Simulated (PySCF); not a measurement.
C3H8OSi. Atoms are numbered in the order given.

```xyz
13

O     -0.5523     1.6667     0.2139
C     -1.0486     0.4437     0.6680
C     -1.4476    -0.6047    -0.3250
C     -0.1407    -0.7291     0.4508
Si     1.5019    -0.4537    -0.4131
H     -1.2921     2.1774    -0.1412
H     -1.6007     0.4890     1.6195
H     -2.2682    -1.2845    -0.0741
H     -1.3794    -0.3346    -1.3847
H     -0.1330    -1.4788     1.2520
H      2.1640    -1.7803    -0.6186
H      1.3045     0.1777    -1.7506
H      2.4185     0.3939     0.4065
```

Coordinates come from a r2SCAN-D4/def2-SVP optimisation. The structure was generated by enumeration; whether it is a known compound was not checked. The values are those of a single conformer.

The numbers are results of CAM-B3LYP/def2-TZVP in PySCF, not measurements.

```
Property                                                                                                       Result
---------------------------------------------------------------------------------------------  ----------------------
total energy                                                                                       -483.79984 hartree
highest occupied level                                                                                       -9.11 eV
lowest empty level                                                                                            1.78 eV
orbital gap                                                                                                  10.89 eV
dipole moment                                                                                                  2.30 D
quadrupole, principal values (traceless, Buckingham form, about the centre of nuclear charge)   -4.84, 0.21, 4.63 D·Å
mean static polarisability                                                                       64.4 bohr³ (9.54 Å³)
polarisability, principal values                                                               58.6, 62.1, 72.5 bohr³
```
